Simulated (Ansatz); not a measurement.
Stepwise reaction of `N[Si](N)(N)N` with hydrogen fluoride, as a gas-phase model of exchange steps in deposition or etching. ΔE in kJ/mol; ΔG adds harmonic PBE0-D4 terms to CCSD(T)/CBS, at 1 bar.

Computed with Ansatz on PBE0-D4/def2-TZVP structures; ΔE is electronic, products minus reactants. CBS: MP2 limit from def2 TZ/QZ plus the TZ coupled-cluster correction, frozen cores. This one scheme is used for every species. Functionals use def2-TZVPP. B3LYP here is the variant with VWN-RPA as its local correlation; programs differ in this. Each species was taken in one conformer, which may not be the lowest.

```
step                                     reaction  PBE-D4  B3LYP-D4  ωB97M-V  CCSD(T)/CBS  ΔG(600 K)
   1  `N[Si](N)(N)N` + H–F → `N[Si](N)(N)F` + NH₃   -97.6    -104.2   -103.5        -98.5     -116.8
   3  `N[Si](N)(F)F` + H–F → `N[Si](F)(F)F` + NH₃   -70.4     -75.5    -75.5        -74.3      -83.3
   4  `N[Si](F)(F)F` + H–F → `F[Si](F)(F)F` + NH₃   -66.4     -70.6    -70.5        -71.4      -51.5
```

Give the row of step 2, `N[Si](N)(N)F` + H–F → `N[Si](N)(F)F` + NH₃. (Best estimate.)

The calculation gave: 
```json
{"step": "2", "reaction": "`N[Si](N)(N)F` + H–F → `N[Si](N)(F)F` + NH₃", "PBE-D4": "-93.8", "B3LYP-D4": "-99.3", "ωB97M-V": "-99.1", "CCSD(T)/CBS": "-97.3", "ΔG(600 K)": "-75.9"}
```

By hand: ΔE of the 4 steps together at CCSD(T)/CBS.

(-98.5) + (-97.3) + (-74.3) + (-71.4) = -341.5 kJ/mol, or -85.4 kJ/mol a step.

In ΔE step 1 is the lowest and step 4 the highest. All are downhill at CCSD(T)/CBS. ΔG lies between -116.8 and -51.5 kJ/mol a step. PBE-D4 differs from CCSD(T)/CBS by 0.9 to 5.0 kJ/mol a step. Isolated molecules leave out the surface, adducts and barriers. Largest T1 diagnostic: 0.011.
